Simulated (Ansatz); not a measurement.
# How methods differ on GeH2Cl− (SMILES [Cl][GeH2-])

GeH2Cl−: 4 atoms, total charge -1, spin state singlet. SMILES: `[Cl][GeH2-]`. The shape comes from GFN2-xTB, which is rough for such elements, and wasn't checked as a minimum.

```xyz
4

Cl   -1.5660    0.3897    1.0144
Ge    0.0363   -0.8066   -0.1638
H     0.1519    0.3841   -1.4489
H     1.3779    0.0328    0.5983
```

Quantity: the energy change with the Cl1–Ge2 bond stretched from 2.321 to 4.642 Å, in eV. The values are calculated.

```tsv
level	kind	program	value (eV)	less FCI/STO-3G
SVWN5/STO-3G (restricted)	LDA	Ansatz	3.27	+0.42
PBE/STO-3G (restricted)	GGA	Ansatz	2.96	+0.11
BHLYP/STO-3G (restricted)	global hybrid	Ansatz	3.27	+0.42
PBE0/STO-3G (restricted)	global hybrid	Ansatz	3.27	+0.42
HSE06/STO-3G (restricted)	range-separated hybrid	Ansatz	3.24	+0.39
wB97M-V/STO-3G (restricted)	range-separated hybrid	Ansatz	3.54	+0.69
MP2/STO-3G (restricted)	perturbation theory	Ansatz	2.96	+0.11
FCI/STO-3G	exact in the basis	Ansatz	2.85	0.00
```

FCI/STO-3G is exact within its basis and frozen core, so for wave-function methods in that basis the difference is their error; functionals converge differently with the basis, so for them it is only a difference. All-electron rows without a relativistic Hamiltonian named are non-relativistic. Sets without diffuse functions describe the anion poorly. The first shape isn't each level's own minimum. The values span 2.85 to 3.54 eV. All rows use very small basis sets, so none should be taken for the real molecule's value. In the correlated wave-function rows the outer d shell of Ge is correlated, in sets not made for it.
